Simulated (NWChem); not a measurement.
System: CH$_{3}$BClF; SMILES CB(F)Cl

Here is an NWChem input.

```
start job
memory heap 200 mb stack 900 mb global 1100 mb
geometry units angstroms
  B      0.144668     0.163925    -0.386928
  F      1.460294     0.081793    -0.520253
  Cl    -0.503530    -0.438230     1.080084
  C     -0.721928     0.781538    -1.549314
  H     -1.768554     0.901587    -1.289780
  H     -0.666961     0.148957    -2.434420
  H     -0.327320     1.750825    -1.848373
end
basis spherical
  * library def2-svp
end
dft
  xc pbe0
  iterations 150
end
driver
  maxiter 120
end
task dft optimize
task dft freq
```

Excerpt of the output:

```
             Northwest Computational Chemistry Package (NWChem) 7.3.0
             --------------------------------------------------------

 C1  symmetry detected

                             Geometry "geometry" -> ""
                             -------------------------

 Output coordinates in angstroms (scale by  1.889725989 to convert to a.u.)

  No.       Tag          Charge          X              Y              Z
 ---- ---------------- ---------- -------------- -------------- --------------
    1 B                    5.0000     0.08166343     0.37408533     0.00324248
    2 F                    9.0000     1.31685425     0.85333960    -0.00022172
    3 Cl                  17.0000    -0.06479507    -1.33278762     0.00006180
    4 C                    6.0000    -1.14219565     1.36692951     0.00099739
    5 H                    1.0000    -2.10012571     0.87073392     0.11656368
    6 H                    1.0000    -1.16683289     1.92921716    -0.93164312
    7 H                    1.0000    -1.03835675     2.10537840     0.79382762

 Effective nuclear repulsion energy (a.u.)     141.5422763351

                                Z-matrix (autoz)
                                --------

 Units are Angstrom for bonds and degrees for angles

[...]

      ----------------------
      Optimization converged
      ----------------------

  Step       Energy      Delta E   Gmax     Grms     Xrms     Xmax
  ---- ---------------- -------- -------- -------- -------- --------
@    5    -624.32114505 -1.6D-07  0.00004  0.00002  0.00042  0.00100
                                     ok       ok       ok       ok

                                Z-matrix (autoz)
                                --------

 Units are Angstrom for bonds and degrees for angles

      Type          Name      I     J     K     L     M      Value     Gradient
      ----------- --------  ----- ----- ----- ----- ----- ---------- ----------
    1 Stretch                  1     2                       1.32137    0.00002
    2 Stretch                  1     3                       1.76159    0.00001
    3 Stretch                  1     4                       1.55726    0.00004
    4 Stretch                  4     5                       1.09674    0.00002
    5 Stretch                  4     6                       1.10388    0.00001
    6 Stretch                  4     7                       1.10234    0.00003
    7 Bend                     1     4     5               113.87908   -0.00001
    8 Bend                     1     4     6               108.72188    0.00002
    9 Bend                     1     4     7               109.88101   -0.00000
   10 Bend                     2     1     3               116.19985   -0.00002
   11 Bend                     2     1     4               120.43146    0.00002
   12 Bend                     3     1     4               123.36579   -0.00000
   13 Bend                     5     4     6               108.60317    0.00000
   14 Bend                     5     4     7               109.43576   -0.00001
   15 Bend                     6     4     7               106.01092   -0.00001
   16 Torsion                  2     1     4     5        -173.90729    0.00001
   17 Torsion                  2     1     4     6          64.86767   -0.00001
   18 Torsion                  2     1     4     7         -50.74232   -0.00001
   19 Torsion                  3     1     4     5           6.73677    0.00000
   20 Torsion                  3     1     4     6        -114.48827   -0.00001
   21 Torsion                  3     1     4     7         129.90174   -0.00001

                         Geometry "geometry" -> "geometry"
                         ---------------------------------

 Output coordinates in angstroms (scale by  1.889725989 to convert to a.u.)

[...]

 Rotational Constants
 --------------------
 A=   0.297621 cm-1  (  0.428200 K)
 B=   0.148785 cm-1  (  0.214064 K)
 C=   0.101055 cm-1  (  0.145393 K)

 Temperature                      =   298.15K
 frequency scaling parameter      =   1.0000

 Zero-Point correction to Energy  =   27.868 kcal/mol  (  0.044410 au)
 Thermal correction to Energy     =   30.495 kcal/mol  (  0.048597 au)
 Thermal correction to Enthalpy   =   31.087 kcal/mol  (  0.049541 au)

 Total Entropy                    =   68.597 cal/mol-K
   - Translational                =   39.035 cal/mol-K (mol. weight =  80.0000)
   - Rotational                   =   25.381 cal/mol-K (symmetry #  =        1)
   - Vibrational                  =    4.181 cal/mol-K

 Cv (constant volume heat capacity) =   13.354 cal/mol-K
   - Translational                  =    2.979 cal/mol-K
   - Rotational                     =    2.979 cal/mol-K
   - Vibrational                    =    7.395 cal/mol-K

[normal modes left out]

 ----------------------------------------------------------------------------
 Normal Eigenvalue ||           Projected Infra Red Intensities
  Mode   [cm**-1]  || [atomic units] [(debye/angs)**2] [(KM/mol)] [arbitrary]
 ------ ---------- || -------------- ----------------- ---------- -----------
    1      -30.437 ||    0.000749           0.017         0.730       0.202
    2       -0.000 ||    0.000326           0.008         0.318       0.088
    3       -0.000 ||    0.000208           0.005         0.203       0.056
    4        0.000 ||    0.000145           0.003         0.141       0.039
    5        0.000 ||    0.001153           0.027         1.124       0.310
    6        0.000 ||    0.000324           0.007         0.315       0.087
    7        0.000 ||    0.000000           0.000         0.000       0.000
    8      292.344 ||    0.000259           0.006         0.253       0.070
    9      386.193 ||    0.006495           0.150         6.331       1.750
   10      440.155 ||    0.004827           0.111         4.706       1.300
   11      618.794 ||    0.023263           0.537        22.678       6.267
   12      857.144 ||    0.033705           0.778        32.857       9.080
   13      870.882 ||    0.001880           0.043         1.832       0.506
   14     1100.066 ||    0.282070           6.508       274.976      75.985
   15     1292.303 ||    0.151911           3.505       148.090      40.922
   16     1389.317 ||    0.257552           5.942       251.075      69.380
   17     1424.209 ||    0.001864           0.043         1.818       0.502
   18     1432.816 ||    0.009474           0.219         9.236       2.552
   19     3059.372 ||    0.000732           0.017         0.714       0.197
   20     3141.265 ||    0.000737           0.017         0.718       0.198
   21     3198.182 ||    0.001886           0.044         1.839       0.508
 ----------------------------------------------------------------------------

 ===============================================================================
      Negative Nuclear Hessian Mode    1  Eigenvalue =    -30.44 cm**(-1)
 -------------------------------------------------------------------------------
   Raw step length:  0.516 angstroms ;  The Raw step for this mode is:
    1 B                    5.0000     0.00198292     0.00143004     0.01471262
    2 F                    9.0000     0.00252637    -0.00060692     0.01579271
    3 Cl                  17.0000    -0.00118254     0.00144295    -0.01121481
    4 C                    6.0000    -0.00058059    -0.00193391     0.00196523
    5 H                    1.0000     0.02013746     0.01456187     0.25688340
    6 H                    1.0000    -0.15483762    -0.24474632    -0.14322423
    7 H                    1.0000     0.11335857     0.19896415    -0.20635938

  Geometry after  100.0% step for mode  1; Step length =  0.516 angstroms
   Maximum component (any atom: x,y, or z) displacement:  0.485
    1 B                    5.0000     0.08016529     0.39687060     0.01940902
    2 F                    9.0000     1.31270867     0.87245823     0.01297771
    3 Cl                  17.0000    -0.07689029    -1.35796003    -0.01412452
    4 C                    6.0000    -1.14319016     1.36032188     0.00731388
    5 H                    1.0000    -2.08915184     0.87122979     0.37518653
    6 H                    1.0000    -1.30358765     1.68110062    -1.08702239
    7 H                    1.0000    -0.91243784     2.31198708     0.59764343

  Geometry after -100.0% step for mode  1; Step length =  0.516 angstroms
   Maximum component (any atom: x,y, or z) displacement:  0.485
    1 B                    5.0000     0.07619945     0.39401053    -0.01001621
    2 F                    9.0000     1.30765593     0.87367207    -0.01860771
    3 Cl                  17.0000    -0.07452521    -1.36084594     0.00830511
    4 C                    6.0000    -1.14202898     1.36418970     0.00338342
    5 H                    1.0000    -2.12942676     0.84210605    -0.13858028
    6 H                    1.0000    -0.99391241     2.17059325    -0.80057393
    7 H                    1.0000    -1.13915498     1.91405878     1.01036220

  Geometry after   50.0% step for mode  1; Step length =  0.258 angstroms
   Maximum component (any atom: x,y, or z) displacement:  0.243
    1 B                    5.0000     0.07917383     0.39615558     0.01205272
    2 F                    9.0000     1.31144548     0.87276169     0.00508135
    3 Cl                  17.0000    -0.07629902    -1.35868151    -0.00851711
    4 C                    6.0000    -1.14289986     1.36128883     0.00633127
    5 H                    1.0000    -2.09922057     0.86394885     0.24674482
    6 H                    1.0000    -1.22616884     1.80347378    -1.01541027
    7 H                    1.0000    -0.96911713     2.21250500     0.70082312

  Geometry after  -50.0% step for mode  1; Step length =  0.258 angstroms
   Maximum component (any atom: x,y, or z) displacement:  0.243
    1 B                    5.0000     0.07719091     0.39472555    -0.00265990
    2 F                    9.0000     1.30891911     0.87336861    -0.01071135
    3 Cl                  17.0000    -0.07511648    -1.36012446     0.00269770
    4 C                    6.0000    -1.14231927     1.36322274     0.00436604
    5 H                    1.0000    -2.11935803     0.84938698    -0.01013858
    6 H                    1.0000    -1.07133122     2.04822009    -0.87218604
    7 H                    1.0000    -1.08247569     2.01354085     0.90718251

  Geometry after   41.2% step for mode  1; Step length =  0.213 angstroms
   Maximum component (any atom: x,y, or z) displacement:  0.200
    1 B                    5.0000     0.07899933     0.39602974     0.01075798
    2 F                    9.0000     1.31122316     0.87281510     0.00369156
    3 Cl                  17.0000    -0.07619495    -1.35880849    -0.00753018
    4 C                    6.0000    -1.14284877     1.36145902     0.00615832
    5 H                    1.0000    -2.10099271     0.86266738     0.22413857
    6 H                    1.0000    -1.21254282     1.82501194    -1.00280626
    7 H                    1.0000    -0.97909291     2.19499576     0.71898316

  Geometry after  -41.2% step for mode  1; Step length =  0.213 angstroms
   Maximum component (any atom: x,y, or z) displacement:  0.200
    1 B                    5.0000     0.07736541     0.39485139    -0.00136516
    2 F                    9.0000     1.30914144     0.87331520    -0.00932156
    3 Cl                  17.0000    -0.07522054    -1.35999748     0.00171078
    4 C                    6.0000    -1.14237037     1.36305255     0.00453898
    5 H                    1.0000    -2.11758589     0.85066846     0.01246767
    6 H                    1.0000    -1.08495724     2.02668193    -0.88479006
    7 H                    1.0000    -1.07249991     2.03105010     0.88902247

  Geometry after   20.6% step for mode  1; Step length =  0.106 angstroms
   Maximum component (any atom: x,y, or z) displacement:  0.100
    1 B                    5.0000     0.07859085     0.39573515     0.00772719
    2 F                    9.0000     1.31070273     0.87294012     0.00043828
    3 Cl                  17.0000    -0.07595135    -1.35910574    -0.00521994
    4 C                    6.0000    -1.14272917     1.36185740     0.00575349
    5 H                    1.0000    -2.10514100     0.85966765     0.17122085
    6 H                    1.0000    -1.18064643     1.87542944    -0.97330221
    7 H                    1.0000    -1.00244466     2.15400934     0.76149299

  Geometry after  -20.6% step for mode  1; Step length =  0.106 angstroms
   Maximum component (any atom: x,y, or z) displacement:  0.100
    1 B                    5.0000     0.07777389     0.39514598     0.00166562
    2 F                    9.0000     1.30966187     0.87319018    -0.00606828
    3 Cl                  17.0000    -0.07546415    -1.35970023    -0.00059946
    4 C                    6.0000    -1.14248997     1.36265417     0.00494382
    5 H                    1.0000    -2.11343760     0.85366819     0.06538540
    6 H                    1.0000    -1.11685364     1.97626443    -0.91429411
    7 H                    1.0000    -1.04914816     2.07203651     0.84651264
```

Level: PBE0/def2-SVP. The optimisation ended at a saddle point (imaginary frequency).
